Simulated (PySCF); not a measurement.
Al(F)(Me)(SiH3) (CH6AlFSi), SMILES [CH3][Al]([F])[SiH3].

Coordinates come from a PBE-D3(BJ)/def2-SVP optimisation. The structure was generated by enumeration; whether it is a known compound was not checked.

The numbers are results of PBE-D3(BJ)/def2-SVP run with PySCF, not measurements.

Frequencies are harmonic and unscaled.

A small imaginary wavenumber (i) marks a very flat motion, where grid noise or a shallow saddle decides the sign.

```
mode  ν (cm⁻¹)  IR (km/mol)    moving atoms (share of kinetic energy)
----  --------  -----------  ----------------------------------------
1          24i          0.0                                    H 98 %
2          12i          0.0                                    H 93 %
3          113          2.8  H 25 %, C 23 %, F 20 %, Al 18 %, Si 14 %
4          176         19.0                   Al 54 %, H 24 %, F 15 %
5          184         16.5           F 46 %, Si 17 %, H 17 %, C 14 %
6          355         10.3          Si 41 %, Al 26 %, C 14 %, H 12 %
7          400          3.3                            H 86 %, Si 9 %
8          438          5.9                           H 83 %, Si 12 %
9          604         28.3                            H 74 %, C 17 %
10         628         49.8            C 38 %, Al 29 %, H 24 %, F 9 %
11         663        113.9                   H 63 %, C 21 %, Al 12 %
12         814        170.9                   H 65 %, Al 14 %, F 13 %
13         837         55.7                   F 34 %, Al 33 %, H 29 %
14         897         40.7                                    H 97 %
15         902         32.9                                    H 98 %
16        1161         19.1                            H 79 %, C 21 %
17        1369          2.6                                    H 96 %
18        1374          1.8                                    H 95 %
19        2133         49.5                                    H 99 %
20        2145         73.7                                    H 96 %
21        2149         82.8                                    H 96 %
22        2964          1.6                                    H 97 %
23        3055          1.9                             H 91 %, C 9 %
24        3076          3.1                             H 91 %, C 9 %
```
